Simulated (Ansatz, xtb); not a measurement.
## Ranking isomers of C3H7NOSi2

3 gas-phase structures of C3H7NOSi2, from a drawn sample of its isomers (lower ones may exist). Each was relaxed with GFN2-xTB; where two conformers were screened, the lower at r2SCAN-D4/def2-SVP is listed:

A. `C#C[Si@@H](C=O)N[SiH3]`, a singlet
B. `C#C[SiH2]N([SiH3])C=O`, a singlet
C. `C#CN([SiH3])[SiH2]C=O`, a singlet

Which do you expect lowest at r2SCAN-D4/def2-SVP, and how would the others follow?

Calculated order at r2SCAN-D4/def2-SVP: B (0.0), A (14.5), C (35.2) kcal/mol.

Energies above the lowest of each column, in kcal/mol; the last columns are at PBE-D3(BJ)/def2-SVP geometries and were run for some of them only (a dash: not run or not comparable):

```tsv
structure	GFN2-xTB	HF/STO-3G	r2SCAN-D4/def2-SVP	PBE-D3(BJ)/def2-SVP	CCSD(T)/def2-SVP + ΔMP2/def2-TZVPP
B	0.0	0.0	0.0	0.0	0.0
A	35.9	9.4	14.5	15.5	11.5
C	29.1	18.5	35.2	–	–
```

Every level run on B puts it lowest or level with the lowest. Some further structures that were screened fall inside this span and aren't listed. Flexible structures stand in one conformer each, not always the lowest. Frequencies (GFN2-xTB) were run for A, B alone. The ΔMP2 step shifts differences by up to 3.4 kcal/mol, which makes them less sure. ΔMP2 is the change of the MP2 energy from the smaller to the larger basis.

Programs: Ansatz 0.2.0, xtb 6.7.1.
